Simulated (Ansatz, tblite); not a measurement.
Computed vertical ionisation energy of perfluoropentacene (C22F14). Charge 0, multiplicity 1. The ion is a doublet. Geometry: r2SCAN-D4/def2-SVP. Ansatz on 8 threads of Intel Xeon Platinum 8259CL on a shared host (xTB through tblite on one thread); times are rough and summed over both states.

```xyz
36

F     3.195   -6.706   -0.276
C     2.956   -5.435    0.009
C     3.883   -4.743    0.838
F     4.941   -5.403    1.284
C     3.682   -3.425    1.164
F     4.578   -2.827    1.940
C     2.538   -2.715    0.679
C     2.294   -1.374    0.986
F     3.163   -0.732    1.760
C     1.163   -0.669    0.509
C     0.914    0.682    0.816
F     1.779    1.328    1.589
C    -0.213    1.378    0.339
C    -0.468    2.737    0.644
F     0.395    3.388    1.417
C    -1.587    3.424    0.169
C    -1.843    4.797    0.480
F    -1.010    5.489    1.249
C    -2.957    5.434   -0.008
F    -3.196    6.705    0.278
C    -3.884    4.743   -0.836
F    -4.942    5.403   -1.282
C    -3.683    3.424   -1.163
F    -4.579    2.826   -1.939
C    -2.538    2.715   -0.679
C    -2.294    1.374   -0.987
F    -3.163    0.733   -1.761
C    -1.162    0.669   -0.510
C    -0.913   -0.682   -0.817
F    -1.778   -1.327   -1.590
C     0.213   -1.377   -0.340
C     0.469   -2.736   -0.645
F    -0.394   -3.387   -1.419
C     1.588   -3.424   -0.170
C     1.843   -4.797   -0.480
F     1.010   -5.489   -1.249
```

The xTB rows come from tblite. Single mean-field runs in def2-SVP are fitted with def2-universal-jkfit.

Problem. Estimate what each level gives, at what cost, and how far from experiment: GFN2-xTB; GFN1-xTB; PBE-D4/def2-SVP; PBE0-D4/def2-SVP; BHLYP-D4/def2-SVP.

Solution. 
```json
{"level": "GFN2-xTB", "wall time": "0.4 s", "ionisation energy (eV)": "13.15", "computed − measured (eV)": "5.65"}
{"level": "GFN1-xTB", "wall time": "0.4 s", "ionisation energy (eV)": "13.46", "computed − measured (eV)": "5.96"}
{"level": "PBE-D4/def2-SVP (with forces)", "wall time": "41 s", "ionisation energy (eV)": "6.63", "computed − measured (eV)": "-0.87"}
{"level": "PBE0-D4/def2-SVP", "wall time": "2.1 min", "ionisation energy (eV)": "7.06", "computed − measured (eV)": "-0.44"}
{"level": "BHLYP-D4/def2-SVP", "wall time": "2.5 min", "ionisation energy (eV)": "7.19", "computed − measured (eV)": "-0.31"}
```

Experiment: gas-phase ionisation energy of perfluoropentacene (C₂₂F₁₄), 7.50 eV (first ionisation energy, gas phase; literature value; vertical or adiabatic not stated). Source: an earlier gas-phase UPS measurement quoted in Impact of fluorination on interface energetics and growth of pentacene on Ag(111), 2020 (pmc:7492695). Closest: BHLYP-D4/def2-SVP. Raw xTB energies of ions are shifted by several eV. The computed values are electronic, without zero-point energy.
